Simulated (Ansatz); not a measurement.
Cartesian coordinates in Å:
```
Al 2.170 0.183 0.786
Si -0.114 0.756 0.261
Si -1.546 -0.367 -1.207
Br 0.093 -0.763 2.086
H 2.950 1.122 1.791
H 2.796 -1.033 -0.008
H -0.825 1.910 0.883
H -2.863 -0.635 -0.572
H -0.912 -1.650 -1.605
H -1.750 0.477 -2.416
```

Total charge 0; spin multiplicity 1. The bonds changed during the relaxation, so this is another structure than the one it started from.

Task: List the ωB97M-V/def2-TZVPP orbital energies in eV (Ansatz). (Best estimate.)

Result: The calculation gave: Occupied: -13157.26, -1807.63, -1807.16, -1709.58, -1537.76, -1537.73, -1537.72, -1532.25, -242.41, -182.06, -181.95, -181.90, -148.69, -148.27, -116.83, -102.89, -102.75, -102.71, -102.38, -102.37, -102.37, -76.47, -76.35, -76.28, -75.44, -75.42, -75.37, -75.29, -75.29, -24.86, -18.68, -16.75, -14.46, -12.94, -12.51, -12.23, -12.01, -11.48, -10.71, -10.49, -9.19. Lowest empty: 0.21, 0.95, 1.42, 1.65, 1.99, 2.60, 2.76, 3.13.
